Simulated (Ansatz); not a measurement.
## CH6SeSn: which of these isomers lies lowest?

2 of its isomers, all singlets with charge 0: A = `[CH3][SnH2][SeH]`; B = `C[Se][SnH3]`.

Shapes, held fixed at every level: PBE0-D4/def2-TZVP. Flexible molecules stand in one conformer, not always the lowest. Programs: Ansatz 0.2.0.

A:

```xyz
9

C    -0.1745    1.1575   -0.7437
Sn    0.3005   -0.8501   -0.1907
Se    0.6444   -0.9766    2.3224
H     0.6291    1.8198   -0.4237
H    -1.1020    1.4602   -0.2582
H    -0.2959    1.2292   -1.8253
H    -0.9530   -1.9236   -0.6380
H     1.7914   -1.3595   -0.8478
H    -0.7514   -0.6032    2.5879
```

B:

```xyz
9

C    -0.7222    1.1235   -1.0541
Se   -0.5104   -0.8200   -1.1886
Sn    0.7117   -1.1445    0.9933
H    -1.3206    1.3857   -0.1838
H     0.2487    1.6135   -1.0137
H    -1.2449    1.4334   -1.9576
H     2.1380   -0.2033    0.9816
H     1.0716   -2.8035    1.1213
H    -0.2834   -0.6310    2.2843
```

Electronic energies in kJ/mol, without zero-point or thermal terms.

```tsv
level	kind	B − A
HF/def2-TZVPP	Hartree–Fock	+38.0
SPW92/def2-TZVPP	LDA	+37.5
PBE-D4/def2-TZVPP	GGA	+36.8
B3LYP-D4/def2-TZVPP	global hybrid	+37.3
PBE0-D4/def2-TZVPP	global hybrid	+38.1
B2PLYP/def2-TZVPP	double hybrid	+40.1
MP2/def2-TZVPP	perturbation theory	+42.9
CCSD(T)/def2-TZVPP	coupled cluster or CI	+40.8
```

The highest level, CCSD(T)/def2-TZVPP, puts A lowest of these. All levels agree on that. The B − A difference spans +36.8 to +42.9 kJ/mol over the levels. For atoms past krypton def2 sets carry core potentials with scalar relativity. Relativity is left out for Se unless named. Correlated rows may include outer-core shells of Se, Sn, which these sets cover unevenly.
